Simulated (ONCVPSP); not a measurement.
**Before and after: ONCV potential for La (Z = 57)**

ONCVPSP 4.0.1 input, shortened (lines: element, Z, core and valence counts, functional; n l f; lmax; l rc ep ncon nbas qcut; lloc lpopt rc5 dvloc0; l nproj debl; icmod fcfact rcfact), PBEsol, scalar-relativistic:

```
  La 57.00    8    5  -116133      upf
    1    0    2.00
    2    0    2.00
    2    1    6.00
    3    0    2.00
    3    1    6.00
    3    2   10.00
    4    0    2.00
    4    1    6.00
    4    2   10.00
    5    0    2.00
    5    1    6.00
    5    2    1.00
    6    0    1.00
    3
    0    2.45    0.00    4    8    3.70
    1    1.85    0.00    4    9    4.80
    2    1.15    0.00    4    8   13.80
    3    2.55    0.06    5    8    4.90
    4    4    1.10    2.00
    0    2    0.80
    1    3    3.00
    2    2    1.40
    3    1    0.60
    4    0.45    0.00
```

In the f channel the program set the typed energies aside and used -0.376 Ha.

Change: d: qcut 18.8.

Cutoffs: the cutoffs (Ha) at which the residual kinetic energy of the hardest occupied pseudo-wave falls to 1 and 0.1 mHa per electron; they do not see the model core or the augmentation charge, which bear on the density cutoff. Errors are all-electron minus pseudo energies relative to the spin-unpolarised reference configuration.

Q: Predict the effect on cutoff, ghosts and configuration errors.

A: The potential gets harder (69 Ha and 79 Ha → 98 Ha and 121 Ha); both files keep a bound ghost (s); the errors of the 4 common tests hardly move. The waves are optimised to have the least kinetic energy above qcut, so the cutoff follows it (qcut²/2 in Ha).

| quantity | base | changed |
| --- | --- | --- |
| cutoff, loose | 69 Ha | 98 Ha |
| cutoff, tight | 79 Ha | 121 Ha |
| loose cutoff by channel | s 6.0 Ha, p 12 Ha, d 69 Ha | s 6.0 Ha, p 12 Ha, d 98 Ha |
| bound ghosts | s | s |
| GHOST(+) flags under 300 eV | p at 263.2 eV | p at 263.2 eV |
| error for 4d10 5s2 5p6 5d1 6s2, meV [ΔE -6.00 eV] | +0.1 | +0.1 |
| error for 4d10 5s2 5p6 5d1 6s0, meV [ΔE 10.85 eV] | -3.2 | -3.2 |
| error for 4d10 5s2 5p6 5d0 6s0, meV [ΔE 29.76 eV] | -5.6 | -5.5 |
| error for 4d10 5s2 5p6 5d1.5 6s1.5, meV [ΔE -5.64 eV] | -1.1 | -1.0 |
| s: phases at 2.49 bohr within 0.05 rad from the reference energy up to (Ha; the scan ends near 5) | 4.4 | 4.4 |
| p: phases at 1.88 bohr within 0.05 rad from the reference energy up to (Ha; the scan ends near 5) | to the end of the scan | to the end of the scan |
| d: phases at 1.16 bohr within 0.05 rad from the reference energy up to (Ha; the scan ends near 5) | to the end of the scan | to the end of the scan |
| f: phases at 2.58 bohr within 0.05 rad from the reference energy up to (Ha; the scan ends near 5) | -0.1 | -0.1 |
| rms error of d²Exc/dni dnj with the model core, mHa | 1.60 | 1.60 |

 A true bound ghost makes a file unfit for plane-wave use even where its test errors are small: the radial tests pick states by their node count and pass the ghost by.
